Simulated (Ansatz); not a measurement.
A structure relaxed at r2SCAN-D4/def2-SVP in Ansatz, charge 0, singlet:

```xyz
29

Sn   -0.598   -0.908   -1.945
O     0.532   -2.178   -0.907
C     1.168   -2.155    0.372
C     2.167   -0.995    0.425
C     0.108   -2.001    1.467
C     1.892   -3.495    0.506
H     2.713   -0.984    1.382
H     2.901   -1.094   -0.391
H     1.632   -0.039    0.313
H    -0.414   -1.039    1.348
H     0.565   -2.034    2.469
H    -0.626   -2.820    1.395
H     2.626   -3.610   -0.307
H     1.169   -4.323    0.432
H     2.418   -3.571    1.471
O    -0.610    0.553   -0.536
C    -1.159    1.862   -0.580
C    -2.466    1.887   -1.381
C    -1.426    2.271    0.871
C    -0.129    2.801   -1.217
H    -2.931    2.886   -1.365
H    -2.289    1.623   -2.438
H    -3.186    1.167   -0.958
H    -2.148    1.579    1.331
H    -1.830    3.294    0.935
H    -0.491    2.224    1.450
H     0.072    2.497   -2.258
H     0.819    2.754   -0.658
H    -0.479    3.846   -1.225
```

Question: Give its formula, name or SMILES.

Answer: Sn(OtBu)2 (C8H18O2Sn).

Question: Summarise the bond lengths by kind (pairs closer than 1.2 times the sum of covalent radii, bridged metal pairs left out).

Answer: 6 × C–C 1.53 Å; 2 × O–Sn 1.99 to 2.03 Å; 2 × C–O 1.42 to 1.43 Å; 18 × C–H 1.10 Å.

In the def2 sets Sn takes a core potential; there is no spin–orbit coupling.
